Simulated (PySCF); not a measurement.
# Peak assignment

Mapped SMILES: `[CH3:1][SiH2:2][Si@H:3]([F:4])[c:5]1[cH:6][cH:7][cH:8][o:9]1`. Each H is labelled by its parent atom. Ha(Si2) is pro-R; Hb(Si2) is pro-S.

Computed data (PySCF): geometry: GFN2-xTB, σ from GIAO-PBE0/pcSseg-1. No relativistic terms, in vacuum, one conformer, averaged over atoms made equivalent by symmetry, fast rotation or ring inversion.

Scale: ¹³C and ¹H against TMS (reference shieldings calculated alike).

Task: Assign these signals to the numbered atoms. ¹³C{¹H} NMR (computed): δ 159.4, 152.8, 129.5, 117.5, -10.8.

Result: 
159.4 → C5, substituted aromatic carbon next to the ring oxygen
152.8 → C8, aromatic CH next to the ring oxygen
129.5 → C6, aromatic CH: the aromatic region
117.5 → C7, aromatic CH
-10.8 → C1, methyl carbon bonded to Si: an electropositive neighbour leaves it electron-rich and shielded

Task: Assign these signals to the numbered atoms. ¹H NMR (400 MHz, computed): δ 7.75 (m, 1H), 7.39 (m, 1H), 6.84 (m, 1H), 6.10 (m, 1H), 4.12 (m, 1H), 4.07 (m, 1H), 0.31 (m, 3H).

Result: 
```tsv
δ (ppm)	atoms	environment	reason
7.75	H(C8)	hydrogen on an aromatic CH next to the ring oxygen	the ring current deshields protons in the ring plane
7.39	H(C6)	hydrogen on an aromatic CH	the ring current deshields protons in the ring plane
6.84	H(C7)	hydrogen on an aromatic CH	–
6.10	H(Si3)	hydrogen on a silicon bonded to C, F, Si	–
4.12	Hb(Si2)	hydrogen on a silicon bonded to C, Si	–
4.07	Ha(Si2)	hydrogen on a silicon bonded to C, Si	–
0.31	H(C1)	hydrogen on a methyl carbon bonded to Si	an electropositive neighbour shields it, as in TMS itself
```

Hb(Si2) and Ha(Si2) lie closer than the usual error of such a calculation, so a measured spectrum could show them in the other order.

Splittings by ¹⁹F in the carbon and heteronuclear signals aren't shown, as no couplings were computed. Shifts are as computed. Against solution values, carbons near 30 ppm lie about +3 ppm off and those near 130 ppm about +5 ppm. Of 1211 compounds with measured shifts, 218 miss one by over three times the rms of a fit or turn the order of signals round; such compounds aren't used in these exercises. No couplings were computed; multiplicities are counted from neighbouring protons, with m where these are inequivalent, close in shift, in a saturated or five-membered ring or joined by F or P, and br s for small geminal =CH2 splittings.
